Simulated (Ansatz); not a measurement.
Ansatz (a first-principles code) input (CCSD(T)/def2-TZVPP):

Ansatz 0.2 input:
```yaml
crystal:
  periodic: [false, false, false]
  atoms:
    - {symbol: Sn, position_ang: [0.01209984, 0.00190892, 1.19584547]}
    - {symbol: I, position_ang: [1.06306760, -1.83529781, -0.57196393]}
    - {symbol: I, position_ang: [-1.07448255, 1.83349694, -0.55619218]}
basis:
  gaussian:
    orbitals: def2-TZVPP
magnetization: {spin_polarized: false}
correlation: {method: ccsd_t, electrons: outside_noble_gas}
```

Output:

```
Functional definition: HF
integrals: 0.41 GiB planned
1442 factors; integrals over basis functions are off by at most 3.1e-4 eV
mean field: 0.86 GiB planned
mean field evaluation 1: about -21952.8498 eV, gradient 1.5e1 eV
mean field evaluation 2: about -21952.8923 eV, gradient 1.5e1 eV
mean field evaluation 4: about -21954.0083 eV, gradient 2.0e0 eV
mean field evaluation 8: about -21954.0387 eV, gradient 3.9e-1 eV
mean field evaluation 16: about -21954.0401 eV, gradient 2.0e-6 eV
mean field -21954.04006261 eV, -806.7960913182 hartree, gradient 2.0e-6 eV, S^2 0.000000; 0 other end points of the search recorded, 0 dependent functions left out
27 core orbitals not correlated
reference -21954.04006261 eV, -806.7960913182 hartree; 9, 9 occupied and 114, 114 virtual orbitals, 1442 factors
second order -9.41988451 eV of doubles, -0.00000000 eV of singles
coupled cluster: 0.64 GiB planned
cycle   1  -10.00590421 eV  change   -5.9e-1 eV  update   9.1e-2
cycle   2  -10.26434640 eV  change   -2.6e-1 eV  update   2.9e-2
cycle   3  -10.33024626 eV  change   -6.6e-2 eV  update   1.8e-2
cycle   4  -10.32196472 eV  change    8.3e-3 eV  update   5.6e-3
cycle   5  -10.32030428 eV  change    1.7e-3 eV  update   2.4e-3
cycle   6  -10.32050623 eV  change   -2.0e-4 eV  update   9.2e-4
cycle   7  -10.32045810 eV  change    4.8e-5 eV  update   3.3e-4
cycle   8  -10.32051120 eV  change   -5.3e-5 eV  update   9.4e-5
cycle   9  -10.32050331 eV  change    7.9e-6 eV  update   2.7e-5
cycle  10  -10.32048993 eV  change    1.3e-5 eV  update   8.7e-6
perturbative correction -0.49725039 eV, -0.0182736149 hartree
Total energy: -21964.85780294 eV, -807.1936359425 hartree
```
